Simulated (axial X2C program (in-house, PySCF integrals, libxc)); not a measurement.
**What spin–orbit coupling does to MoTe⁻**

Calculated with an in-house all-electron X2C program for linear molecules (integrals from PySCF). Spin-free means the one-electron spin-free X2C Hamiltonian; two-component (2c) means X2C with spin–orbit coupling and atomic mean-field two-electron Coulomb and Gaunt terms, so the difference of the two also holds small scalar two-electron terms. Basis: Te dyall-acv3z [12s13p9d5f1g], Mo dyall-acv3z [12s13p10d5f3g] (cores contracted in-house); Gaussian nuclei, density fitting, unrestricted open shells. Masses: Te 129.906 u, Mo 97.905 u.

Spin-free state: M_S = 5/2, Λ = 0 (beyond evenly filled blocks: σα, π+α, π-α, δ+α, δ-α); fragments Te- + Mo.

| level | Re (Å) | ωe (cm⁻¹) | De (eV) | μ (D) |
| --- | --- | --- | --- | --- |
| PBE0 | 2.581 | 226.2 | 2.243 | 2.97 |

Dipoles are positive if Mo is the positive end and refer to the centre of mass.

Two-component determinant lowest at the distance of the search:

Ω = 5/2 (⟨Sz⟩ = 2.50, ⟨Lz⟩ = 0.00 at PBE0); fragments Te- + Mo.

| level | Re (Å) | ωe (cm⁻¹) | De (eV) | μ (D) |
| --- | --- | --- | --- | --- |
| PBE0 | 2.585 | 222.4 | 2.100 | 2.88 |

Task: From the two tables, how do the constants change at the PBE0 level (2c against spin-free)?

Result: At the PBE0 level Re goes up by 0.004 Å and ωe decreases by 3.8 cm⁻¹; De changes by -0.143 eV.

One determinant describes the state; a PBE0 search over occupations chose it and may have missed a lower one. Dissociation energies refer to the lowest single-determinant-based atoms at the same level and basis. Density functionals use the spin component along the axis (collinear). PBE0 can misorder states that lie within some tenths of an eV, so this need not be the ground state of the molecule. The nearest other spin-free determinant of the search, M_S = 3/2, Λ = 1, lies 0.90 eV up at the distance of the search. The functionals have no current-density term, which raises determinants with orbital currents, atoms included. With several unpaired electrons one determinant need not be a pure state. The highest occupied level of some functionals is positive through self-interaction error; at Hartree–Fock it is bound. This is the top spin component of a Σ state; components of lower Ω are not single determinants and can lie lower. The determinant is spin-polarised beyond a pure state at some levels (its spin-free form has ⟨S²⟩ too high), which makes Re and μ there less reliable.
